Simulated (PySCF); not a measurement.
Bonding in `C=C(C)c1ccncc1`

C₈H₉N.
Atom-mapped SMILES: `[CH2:1]=[C:2]([CH3:3])[c:4]1[cH:5][cH:6][n:7][cH:8][cH:9]1` (hydrogens: H10, H11 on C1; H12, H13, H14 on C3; H15 on C5; H16 on C6; H17 on C8; H18 on C9)

Geometry (PBE0-D3(BJ)/def2-SVP, Å), atoms numbered from 1 in this order:
```
atom  x, y, z in Å
C1    -1.186   -1.767    0.575
C2    -0.837   -0.769   -0.251
C3    -1.551   -0.557   -1.554
C4     0.281    0.149    0.076
C5     0.962    0.860   -0.922
C6     2.017    1.701   -0.569
N7     2.427    1.892    0.680
C8     1.774    1.232    1.635
C9     0.711    0.367    1.394
H10   -2.016   -2.433    0.327
H11   -0.650   -1.969    1.505
H12   -1.891    0.485   -1.661
H13   -0.891   -0.769   -2.411
H14   -2.423   -1.219   -1.637
H15    0.690    0.757   -1.973
H16    2.557    2.250   -1.350
H17    2.110    1.405    2.664
H18    0.207   -0.115    2.233
```

Bond orders from the PBE0/pcSseg-1 density (PySCF). Isolated species at its PBE0-D3(BJ)/def2-SVP geometry (one conformer only).

Problem. Where do the orders between heavy atoms depart from those drawn in the SMILES?

Solution. The largest departure is 0.122, at C9–C4 (drawn aromatic, 1.378), counting aromatic bonds as 1.5. The bonds drawn aromatic range from 1.38 to 1.49.

Problem. Give the Mayer order of every bond, beside its length.

Solution. 
```json
{"bond": "C1–C2", "drawn as": "double", "length (Å)": "1.342", "Mayer order": "1.969"}
{"bond": "C2–C3", "drawn as": "single", "length (Å)": "1.501", "Mayer order": "1.085"}
{"bond": "C2–C4", "drawn as": "single", "length (Å)": "1.483", "Mayer order": "1.016"}
{"bond": "C4–C5", "drawn as": "aromatic", "length (Å)": "1.401", "Mayer order": "1.388"}
{"bond": "C5–C6", "drawn as": "aromatic", "length (Å)": "1.394", "Mayer order": "1.405"}
{"bond": "C6–N7", "drawn as": "aromatic", "length (Å)": "1.329", "Mayer order": "1.486"}
{"bond": "N7–C8", "drawn as": "aromatic", "length (Å)": "1.332", "Mayer order": "1.463"}
{"bond": "C8–C9", "drawn as": "aromatic", "length (Å)": "1.391", "Mayer order": "1.427"}
{"bond": "C9–C4", "drawn as": "aromatic", "length (Å)": "1.403", "Mayer order": "1.378"}
{"bond": "C1–H10", "drawn as": "single", "length (Å)": "1.093", "Mayer order": "0.926"}
{"bond": "C1–H11", "drawn as": "single", "length (Å)": "1.092", "Mayer order": "0.935"}
{"bond": "C3–H12", "drawn as": "single", "length (Å)": "1.102", "Mayer order": "0.946"}
{"bond": "C3–H13", "drawn as": "single", "length (Å)": "1.102", "Mayer order": "0.934"}
{"bond": "C3–H14", "drawn as": "single", "length (Å)": "1.098", "Mayer order": "0.948"}
{"bond": "C5–H15", "drawn as": "single", "length (Å)": "1.091", "Mayer order": "0.960"}
{"bond": "C6–H16", "drawn as": "single", "length (Å)": "1.096", "Mayer order": "0.965"}
{"bond": "C8–H17", "drawn as": "single", "length (Å)": "1.096", "Mayer order": "0.965"}
{"bond": "C9–H18", "drawn as": "single", "length (Å)": "1.091", "Mayer order": "0.959"}
```

By pair of heavy elements: C–C: lowest C2–C4 (1.016, 1.483 Å), highest C1–C2 (1.969, 1.342 Å); in 1 of the 21 pairs the longer bond (by over 0.003 Å) has the higher order (by 0.02 or more). C–N: lowest N7–C8 (1.463, 1.332 Å), highest C6–N7 (1.486, 1.329 Å).

Problem. Sum the orders of all bonds at each heavy atom with more than one neighbour and set the sums beside the valence in the SMILES.

Solution. C1 3.830 (drawn 4), C2 4.070 (drawn 4), C3 3.913 (drawn 4), C4 3.782 (drawn 4), C5 3.753 (drawn 4), C6 3.856 (drawn 4), N7 2.949 (drawn 3), C8 3.855 (drawn 4), C9 3.764 (drawn 4). Orders between atoms that aren't bonded are not in these sums.

For a closed shell the Mayer order of atoms A and B is Σ (PS)μν (PS)νμ over the basis functions μ on A and ν on B, with P the density and S the overlap matrix.
